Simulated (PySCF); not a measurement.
Energy of Sr⁺ (strontium, charge +1) between two integer charges

The 5s alpha orbital of [Kr] 5s1 is emptied in steps (occupation f), with all orbitals relaxed, ending at [Kr]. All numbers are calculated (PySCF 2.14, the spin-free X2C one-electron Hamiltonian (Gaussian nucleus), in aug-cc-pVTZ-X2C). The exact energy is a straight line in f; departures are measured from the line between the end points of the same method.

```tsv
f	UHF (eV)	LDA (eV)	PBE (eV)	PBE0 (eV)	r2SCAN (eV)	LC-wPBE (eV)	BHandHLYP (eV)	B3LYP (eV)
1	0.000	0.000	0.000	0.000	0.000	0.000	0.000	0.000
0.8	0.005	-0.395	-0.404	-0.294	-0.328	0.013	-0.213	-0.333
0.6	0.007	-0.586	-0.611	-0.442	-0.475	0.017	-0.321	-0.498
0.4	0.007	-0.577	-0.615	-0.444	-0.448	0.011	-0.322	-0.498
0.2	0.004	-0.373	-0.412	-0.296	-0.270	0.002	-0.217	-0.331
0	0.000	0.000	0.000	0.000	0.000	0.000	0.000	0.000
```

Task: For LC-wPBE, how does the orbital energy at f = 1 compare with the removal energy?

Result: −ε = 10.927 eV against a total-energy difference of 10.841 eV. By Janak's theorem ε = ∂E/∂f, so the gap between them reflects the curvature. Along the path −ε is 10.886 (f = 0.8), 10.832 (f = 0.6), 10.791 (f = 0.4), 10.810 (f = 0.2) eV.

```csv
method,E(f=0) − E(f=1) (eV),−ε at f=1 (eV),−ε at f=0.4 (eV)
UHF,10.444,10.474,10.438
LDA,11.353,8.868,11.895
PBE,11.184,8.670,11.673
PBE0,11.057,9.227,11.416
r2SCAN,10.853,8.750,11.384
LC-wPBE,10.841,10.927,10.791
BHandHLYP,11.043,9.715,11.301
B3LYP,11.275,9.197,11.695
```

As f goes to zero the orbital energy of a semilocal functional can turn back, because the density of that orbital vanishes from the exchange-correlation potential.

Reference removal energy between the ground levels: 11.030 eV (measured; NIST Atomic Spectra Database, ionization energies). UHF lacks correlation.
